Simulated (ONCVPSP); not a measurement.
## gadolinium, ONCV: configuration errors across variants

| Item | Value |
| --- | --- |
| Element | gadolinium |
| Generator | ONCVPSP 4.0.1 |
| Type | optimised norm-conserving Vanderbilt (ONCV) |
| Functional | PBE |
| Relativity | scalar-relativistic |
| Frozen core | [Kr] 4d10 |
| Valence charge | 18 |
| Reference configuration | 4f7 5s2 5p6 5d1 6s2 |
| Partial waves | 5s+6s: rc 1.75 bohr, ncon 3, nbas 8, qcut 5.7 1/bohr, 2 projectors; 5p: rc 2.25 bohr, ncon 4, nbas 7, qcut 5 1/bohr, 3 projectors, debl 3.9 Ha; 5d: rc 3.10 bohr, ncon 3, nbas 8, qcut 5.9 1/bohr, 1 projector; 4f: rc 1.35 bohr, ncon 5, nbas 10, qcut 10.7 1/bohr, 1 projector |
| Local potential | polynomial inside 0.95 bohr (lpopt 5, dvloc0 2 Ha) |
| Core correction | Teter function, fcfact 2, rcfact 1.15 |

All-electron excitation energies from the reference (eV): (1) 4f7 5s2 5p6 5d1 6s1 6.645; (2) 4f7 5s2 5p6 5d1 6s0 18.745; (3) 4f8 5s2 5p6 5d1 6s0 4.076.

A true bound ghost makes a file unfit for plane-wave use even where its test errors are small: the radial tests pick states by their node count and pass the ghost by.

Errors AE − PS in meV (a dash: test not solved or not reliable):

```csv
change,(1),(2),(3),bound ghosts,GHOST(+) flags above zero
base,-1.9,-5.6,+84,s,p
p: rc 1.6,-1.9,-5.9,+37,s,p
p: rc 1.76,-1.9,-5.9,+50,s,p
p: rc 2.12,-1.9,-5.7,+77,s,p
p: rc 2.56,-1.8,-5.1,+96,s,p
p: rc 2.84,-1.8,-5.0,+100,s,p
p: rc 3.08,-1.9,-5.8,+94,s,p
p: rc 3.24,-2.0,-7.2,+90,s,p
```

Task: Give the same row for: p: rc 2.22.

Result: -1.9, -5.6, +83; bound ghosts: s; GHOST(+) flags above zero: p.
